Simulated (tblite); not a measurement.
Compound: C2H11NOSi2.
SMILES with atom numbers: `[CH3:1][CH2:2][O:3][Si@@H:4]([NH2:5])[SiH3:6]` (hydrogens: H7, H8, H9 on C1; H10, H11 on C2; H12 on Si4; H13, H14 on N5; H15, H16, H17 on Si6)

Computed with GFN2-xTB (tblite), gas phase: L-BFGS steps from a force-field or distance-geometry start until the largest atomic force falls under 0.01 eV/Å.

Geometry at step 10:
```
atom  x, y, z in Å
C1      2.8209   -0.0755   -0.5790
C2      1.6526    0.2004    0.3749
O3      0.4345    0.2773   -0.3258
Si4    -1.0164    0.4150    0.4160
N5     -1.7753    1.8344   -0.2370
Si6    -2.1532   -1.5605    0.0120
H7      3.1469   -1.1120   -0.5448
H8      3.6600    0.5565   -0.3002
H9      2.5277    0.1589   -1.6014
H10     1.5715   -0.5843    1.1454
H11     1.8075    1.1557    0.8971
H12    -0.7485    0.7464    1.8446
H13    -2.0149    1.8010   -1.2176
H14    -2.5598    2.1875    0.2870
H15    -2.2015   -2.3889    1.2244
H16    -1.6032   -2.3515   -1.0969
H17    -3.5559   -1.2484   -0.3087
```

Q: Give the atomic forces at this geometry.

A: 
| atom | Fx (eV/Å) | Fy (eV/Å) | Fz (eV/Å) |
| --- | --- | --- | --- |
| C1 | -0.055 | 0.090 | 0.094 |
| C2 | -0.064 | 0.016 | -0.056 |
| O3 | 0.150 | -0.064 | 0.172 |
| Si4 | 0.031 | -0.067 | 0.097 |
| N5 | 0.068 | -0.103 | 0.078 |
| Si6 | 0.087 | 0.264 | 0.139 |
| H7 | -0.116 | -0.006 | 0.004 |
| H8 | 0.058 | -0.045 | -0.084 |
| H9 | -0.028 | 0.039 | 0.127 |
| H10 | 0.110 | 0.113 | -0.158 |
| H11 | 0.021 | -0.106 | -0.074 |
| H12 | -0.198 | 0.004 | -0.274 |
| H13 | 0.038 | 0.086 | 0.070 |
| H14 | -0.023 | 0.029 | -0.078 |
| H15 | -0.013 | -0.113 | -0.095 |
| H16 | -0.092 | -0.047 | 0.078 |
| H17 | 0.026 | -0.093 | -0.041 |

The largest, 0.34 eV/Å, acts on H12; the rms over all components is 0.100 eV/Å. The forces sum to zero within rounding, as they must for an isolated molecule in no field.

Q: Give the force on H12 in Eh/bohr and in nN.

A: 0.338 eV/Å ÷ 51.422 = 0.00657 Eh/bohr, and 0.338 eV/Å × 1.602 = 0.54 nN.

Q: How far is this geometry from the end of the optimisation?

A: 0.269 eV above it, and 0.539 Å rms away after alignment. The bonds farthest from their final lengths, with half the difference of the two atoms' forces along the bond (positive lengthens):

```
   bond  now (Å)  final (Å)  force along bond (eV/Å)
Si4–Si6    2.315      2.294                    -0.16
Si4–H12    1.491      1.474                    -0.19
 O3–Si4    1.635      1.624                    +0.04
  C1–C2    1.533      1.522                    -0.05
  C2–O3    1.407      1.400                    -0.15
 C2–H10    1.103      1.097                    -0.08
```

The angle farthest from its final value is O3–Si4–Si6, 106.5° against 101.0°.

Of the 4 listed bonds off by 0.010 Å or more, this force points towards the final length in 3.

The cost below is that of the whole relaxation. The run took 0.8 s on one thread of an Arm Neoverse V1, no GPU, shared host.
